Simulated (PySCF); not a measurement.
Ligand exchange on a metal centre used in film growth or etching (Ti Cl-H). Isolated molecules, 0 K electronic values unless said otherwise.

Level of theory: B3LYP-D3(BJ)/def2-TZVP // r2SCAN-D4/def2-SVP (PySCF). All candidates: neutral, multiplicity 1. B3LYP has the VWN-RPA correlation part, as in Gaussian. 

| Quantity | Value |
|---|---|
| LUMO | -3.67 eV |
| HOMO–LUMO gap | 5.41 eV |
| HOMO | -9.08 eV |

Question: Name which member has these values.
A. [Ti(H)4]
B. [Ti(Cl)3(H)]
C. [Ti(Cl)4]
D. [Ti(Cl)2(H)2]

Answer: D, [Ti(Cl)2(H)2]. The others give [Ti(H)4]: -3.21 eV, 5.43 eV, -8.64 eV; [Ti(Cl)3(H)]: -3.75 eV, 5.62 eV, -9.37 eV; [Ti(Cl)4]: -3.99 eV, 5.35 eV, -9.34 eV
